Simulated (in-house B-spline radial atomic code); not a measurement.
A calculation on Mo III (Mo2+): its settings, and results tabulated from the run. Level of theory: Dirac-Kohn-Sham RPBE, spherical fractional occupations, Fermi nucleus of rms radius 4.4091 fm; calculated with an all-electron radial atomic-structure program (B-spline basis).

Command:
```bash
python run_scf.py task.json out
```
Settings (nuclear radius in fm, mass in u):
```
Z                42
configuration    [Kr] 4d4
hamiltonian      dirac
method           rpbe,pbe
spin_polarised   False
nucleus          fermi
rms_radius       4.4091
atomic_mass      97.9054
speed_of_light   137.035999084
```

Output (hartree, bohr):
```
 radial grid: 73 intervals, B-splines of order 8, outer radius 38.5185 bohr

 iter        energy (Eh)    residual
    1       -4043.581803    4.83e-01
    2       -4045.852264    2.56e-01
    3       -4048.517203    4.74e-02
    4       -4048.605341    9.78e-03
    5       -4048.608505    5.11e-03
    6       -4048.609523    1.47e-03
    7       -4048.609593    6.58e-04
    8       -4048.609611    5.35e-06
    9       -4048.609611    6.79e-07
   10       -4048.609611    3.62e-08

 total energy                     -4048.60961
 kinetic                            4198.0429
 electron-nucleus                  -9754.6833
 Hartree                            1631.5232
 exchange-correlation               -123.4923

 first-order corrections (not in the total)
   Gaunt                             2.6963
   retardation                      -0.2677
   frequency dependence             -0.0165
   self-energy                       1.8112
   Uehling                          -0.2072
   Wichmann-Kroll                    0.0031
   recoil                            0.0160

 orbital      occ     eigenvalue          <r>       <r^2>       <1/r>       r_max    small
 1s1/2      2.000      -728.8276    0.0351624  0.00166838     43.5551     0.02287  2.35e-02
 2s1/2      2.000      -103.5022     0.153365   0.0277858     9.91377      0.1297  4.81e-03
 2p1/2      2.000       -95.2561     0.130755   0.0209873     9.88819      0.1009  4.82e-03
 2p3/2      4.000       -91.3406     0.135329   0.0223528     9.41527      0.1048  4.66e-03
 3s1/2      2.000       -18.1874     0.428522    0.210492     3.39163      0.3838  1.28e-03
 3p1/2      2.000       -15.0508     0.423227    0.208692     3.28961       0.371  1.23e-03
 3p3/2      4.000       -14.4060     0.433738    0.218971     3.17607      0.3803  1.19e-03
 3d3/2      4.000        -8.8680     0.413114     0.20536     2.98695      0.3211  1.07e-03
 3d5/2      6.000        -8.7459     0.416596     0.20869     2.95753      0.3238  1.06e-03
 4s1/2      2.000        -3.0376      1.10472     1.38243     1.23617      0.9897  2.89e-04
 4p1/2      2.000        -2.1460      1.20775     1.66938     1.11629       1.055  2.43e-04
 4p3/2      4.000        -2.0539      1.23714     1.75163     1.08407       1.079  2.33e-04
 4d3/2      1.600        -0.7681      1.71582      3.5177    0.774375       1.339  1.28e-04
 4d5/2      2.400        -0.7589      1.73137     3.58207     0.76686        1.35  1.26e-04
```

Time taken, with all properties: 1.8 s on 1 thread of x86-64 server CPU (shared host).

For the Dirac Hamiltonian the kinetic term is c α·p + (β - 1)c².
